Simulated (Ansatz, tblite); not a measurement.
Removing and adding an electron: `c1csc(-c2cnc(-c3cnc(-c4cncs4)s3)s2)n1`. Charge 0, multiplicity 1. Geometry: PBE-D4/def2-SVP. Ansatz, gas phase; energy differences of separate SCF runs; the oxidised species was run as a doublet alone; the reduced species was run as a doublet alone.

| atom | x (Å) | y (Å) | z (Å) |
| --- | --- | --- | --- |
| C1 | -3.180 | 5.664 | -1.092 |
| C2 | -2.684 | 5.735 | -2.383 |
| S3 | -1.673 | 4.369 | -2.699 |
| C4 | -1.995 | 3.794 | -1.055 |
| C5 | -1.425 | 2.569 | -0.539 |
| C6 | -1.616 | 2.031 | 0.736 |
| N7 | -0.976 | 0.865 | 0.998 |
| C8 | -0.273 | 0.451 | -0.043 |
| C9 | 0.512 | -0.756 | -0.065 |
| C10 | 1.296 | -1.316 | -1.076 |
| N11 | 1.920 | -2.482 | -0.777 |
| C12 | 1.648 | -2.867 | 0.461 |
| C13 | 2.168 | -4.070 | 1.065 |
| C14 | 1.978 | -4.600 | 2.340 |
| N15 | 2.620 | -5.774 | 2.605 |
| C16 | 3.307 | -6.167 | 1.558 |
| S17 | 3.225 | -5.123 | 0.159 |
| S18 | 0.575 | -1.779 | 1.348 |
| S19 | -0.370 | 1.522 | -1.451 |
| N20 | -2.793 | 4.581 | -0.359 |
| H21 | -3.849 | 6.414 | -0.646 |
| H22 | -2.858 | 6.504 | -3.145 |
| H23 | -2.246 | 2.517 | 1.493 |
| H24 | 1.425 | -0.865 | -2.072 |
| H25 | 1.353 | -4.130 | 3.115 |
| H26 | 3.911 | -7.087 | 1.525 |

The xTB rows come from tblite. Single mean-field runs in def2-TZVP are fitted with def2-universal-jkfit.

| level | −HOMO (eV) | vertical IE (eV) | −LUMO (eV) | vertical EA (eV) | HOMO–LUMO gap (eV) | IE − EA (eV) | remarks |
| --- | --- | --- | --- | --- | --- | --- | --- |
| GFN1-xTB | 10.81 | 12.70 | 9.02 | 7.11 | 1.80 | 5.59 | – |
| GFN2-xTB | 10.54 | 12.35 | 8.74 | 6.97 | 1.80 | 5.38 | – |
| PBE-D4/def2-TZVP | 5.33 | 7.11 | 3.39 | 1.72 | 1.94 | 5.39 | HOMO above zero (-1 doublet) |

Q: Estimate the rows for BLYP-D4/def2-TZVP, PBE0-D4/def2-TZVP.

A: 
```tsv
level	−HOMO (eV)	vertical IE (eV)	−LUMO (eV)	vertical EA (eV)	HOMO–LUMO gap (eV)	IE − EA (eV)	remarks
BLYP-D4/def2-TZVP	5.14	6.96	3.22	1.59	1.92	5.37	HOMO above zero (-1 doublet)
PBE0-D4/def2-TZVP	6.12	7.33	2.78	1.66	3.33	5.67	–
```

Relaxing the oxidised species (PBE-D4/def2-SVP) changes its energy by -0.09 eV at PBE-D4/def2-TZVP, so the adiabatic ionisation energy to this nearest minimum is 7.02 eV. At PBE0-D4/def2-TZVP it is 7.23 eV.     A HOMO above zero means that the electron is unbound at that level or that self-interaction error raises the level; the energy of removing that electron tells which. Raw xTB energy differences between charge states are shifted by several eV; the methods need an empirical correction for them. Sets without diffuse functions give affinities that are too small.
